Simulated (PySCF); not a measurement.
A calculated (BP86, PySCF 2.14, jorge-DZP-DKH, scalar relativity by spin-free X2C-1e) atom or ion has these occupied shells.

```json
{"shell": "1s β", "electrons": "1", "orbital energy (eV)": "-9563.9", "rms radius, mean of both spins (bohr)": "0.0580"}
{"shell": "1s α", "electrons": "1", "orbital energy (eV)": "-9563.9", "rms radius, mean of both spins (bohr)": "0.0580"}
{"shell": "2s α", "electrons": "1", "orbital energy (eV)": "-1201.7", "rms radius, mean of both spins (bohr)": "0.246"}
{"shell": "2s β", "electrons": "1", "orbital energy (eV)": "-1201.1", "rms radius, mean of both spins (bohr)": "0.246"}
{"shell": "2p α", "electrons": "3", "orbital energy (eV)": "-1048.2", "rms radius, mean of both spins (bohr)": "0.219"}
{"shell": "2p β", "electrons": "3", "orbital energy (eV)": "-1047.7", "rms radius, mean of both spins (bohr)": "0.219"}
{"shell": "3s α", "electrons": "1", "orbital energy (eV)": "-172.02", "rms radius, mean of both spins (bohr)": "0.728"}
{"shell": "3s β", "electrons": "1", "orbital energy (eV)": "-170.69", "rms radius, mean of both spins (bohr)": "0.728"}
{"shell": "3p α", "electrons": "3", "orbital energy (eV)": "-126.13", "rms radius, mean of both spins (bohr)": "0.769"}
{"shell": "3p β", "electrons": "3", "orbital energy (eV)": "-124.84", "rms radius, mean of both spins (bohr)": "0.769"}
{"shell": "3d α", "electrons": "5", "orbital energy (eV)": "-51.614", "rms radius, mean of both spins (bohr)": "0.927"}
{"shell": "3d β", "electrons": "4", "orbital energy (eV)": "-50.444", "rms radius, mean of both spins (bohr)": "0.927"}
```

Task: Name the element and its charge.

Result: Zn³⁺ (zinc, charge +3), in [Ar] 3d9, 2D determinant.
